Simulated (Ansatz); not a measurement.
Basis-set extrapolation for C₂H₃AlF₂, SMILES `F/C=[C](\F)[AlH2]` (PBE0-D4/def2-TZVP geometry, frozen core, Ansatz). Multiplicity 1, RHF reference.

```csv
,def2-TZVPP,def2-QZVPP
HF,-518.348781,-518.368339
MP2 correlation,-0.882830,-0.957611
CCSD(T) correlation,-0.943316,not run
```

Energies in hartree. Use E(X) = E(∞) + A·exp(−7.88·√X) for Hartree–Fock and E(X) = E(∞) + B·X^(−2.97) for correlation, with X = 3 and 4, and add CCSD(T) minus MP2 of the smaller set to the MP2 limit.

Task: What is the CCSD(T) energy at the basis-set limit?

Result: HF limit: -518.368339 + (-0.019558) × 0.13774 = -518.37103. MP2 limit: -0.957611 + (-0.074781) × 0.74074 = -1.01300. Higher-order term: -0.943316 − (-0.882830) = -0.06049. Total: -519.44452 hartree, 400.2 kJ/mol below CCSD(T)/def2-TZVPP.
